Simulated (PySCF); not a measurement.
**Nd (neodymium, neutral): UHF calculation**

Configuration: [Xe] 4f4 6s1 6p1, one real determinant (an excited configuration). Computed with PySCF 2.14 in cc-pVDZ-X2C, with the spin-free X2C one-electron Hamiltonian (Gaussian nucleus).

| Quantity | Value |
| --- | --- |
| Total energy | -9619.573926 hartree |
| One-electron energy | -13138.9948 hartree |
| Hartree (Coulomb) energy | 3741.3107 hartree |
| Exchange energy | -221.8898 hartree |
| ⟨S²⟩ | 12.0031 |
| ⟨L²⟩ | 36.146 |
| Sum of ⟨r⟩ | 45.37 bohr |
| Sum of ⟨r²⟩ | 103.3 bohr² |
| Traceless quadrupole moment −½Σ⟨3z² − r²⟩ along its main axis | -17.5 e·bohr² |
| Langevin diamagnetic susceptibility | -81.8 ×10⁻⁶ cm³/mol |

```
shell  electrons  mean orbital energy (eV)  spread (eV)  rms radius, mean of both spins (bohr)
 1s α          1                  -43780.0            0                                 0.0269
 1s β          1                  -43779.9            0                                 0.0269
 2s α          1                   -7194.2            0                                  0.109
 2s β          1                   -7194.1            0                                  0.109
 2p α          3                   -6432.4        0.050                                 0.0978
 2p β          3                   -6432.3        0.035                                 0.0978
 3s α          1                   -1609.4            0                                  0.283
 3s β          1                   -1607.5            0                                  0.283
 3p α          3                   -1363.0        0.152                                  0.284
 3p β          3                   -1360.9        0.252                                  0.284
 3d α          5                   -1017.1        0.345                                  0.262
 3d β          5                   -1014.9        0.310                                  0.262
 4s α          1                   -343.67            0                                  0.645
 4s β          1                   -338.00            0                                  0.645
 4p α          3                   -260.40        0.119                                  0.685
 4p β          3                   -254.08        0.449                                  0.685
 4d α          5                   -138.60        1.561                                  0.764
 4d β          5                   -130.25        0.757                                  0.764
 5s α          1                   -52.568            0                                   1.59
 5s β          1                   -49.687            0                                   1.59
 5p α          3                   -29.641        0.028                                   1.86
 5p β          3                   -27.415        0.094                                   1.86
 4f α          4                   -12.548        1.414                                   1.16
 6s α          1                    -6.355            0                                   4.91
 6p α          1                    -3.768            0                                   6.10
```

⟨L²⟩ = 36.15 against 56 for a pure K term, so this real determinant mixes terms. Spin-orbit coupling, absent here, splits the open shell strongly.

Densities and radii are taken from the X2C orbitals without a picture-change correction, which distorts them close to the nucleus.

Spin-orbit constants ζ (cm⁻¹) from the X2C one-electron operator on these orbitals: bare nucleus, nucleus screened by l(l+1)(2l+1)/3 electrons, and screened by the Breit-Pauli mean field of the electrons.

```json
{"shell": "2p", "bare": "2722000", "screened nucleus": "2631000", "mean field": "n/a"}
{"shell": "3p", "bare": "549500", "screened nucleus": "531200", "mean field": "n/a"}
{"shell": "3d", "bare": "85370", "screened nucleus": "71140", "mean field": "n/a"}
{"shell": "4p", "bare": "115800", "screened nucleus": "111900", "mean field": "n/a"}
{"shell": "4d", "bare": "14860", "screened nucleus": "12380", "mean field": "n/a"}
{"shell": "4f", "bare": "1802", "screened nucleus": "960.8", "mean field": "n/a"}
{"shell": "5p", "bare": "15140", "screened nucleus": "14630", "mean field": "n/a"}
{"shell": "6p", "bare": "827.3", "screened nucleus": "799.7", "mean field": "n/a"}
```

To first order the Landé constant is A = 156.3 cm⁻¹, so the lowest level has J = 4 and lies 0.465 eV below the centre of the term. This holds in LS coupling only.
